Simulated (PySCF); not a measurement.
Computed shifts of a molecule C9H8SSe, HF/pcSseg-1 run with PySCF, GIAO, gas phase, equivalent atoms averaged, in ppm (number of nuclei): ¹³C: 164.7 (1), 150.8 (1), 150.1 (1), 144.4 (1), 142.0 (1), 140.3 (1), 139.4 (1), 131.3 (1), 19.5 (1). ¹H: 8.27 (1), 8.05 (1), 7.76 (1), 7.73 (1), 7.40 (1), 2.95 (3). References: ¹³C against TMS (σ = 192.6 ppm); ³³S against H2S (σ = 725.2 ppm); ⁷⁷Se against Me2Se (σ = 1942.8 ppm); ¹H against TMS (σ = 31.99 ppm), references at their B3LYP-D3(BJ)/def2-TZVP geometries, non-relativistic. Geometry: PBE-D3(BJ)/def2-SVP. Other conformers were not sampled.

Task: Which molecule gave these data?
A. C[Se]c1csc2ccccc12
B. Cc1ccsc1-c1ccc[se]1
C. C[Se]c1cccc2sccc12
D. C[Se]c1cccc2ccsc12

Result: B, Cc1ccsc1-c1ccc[se]1
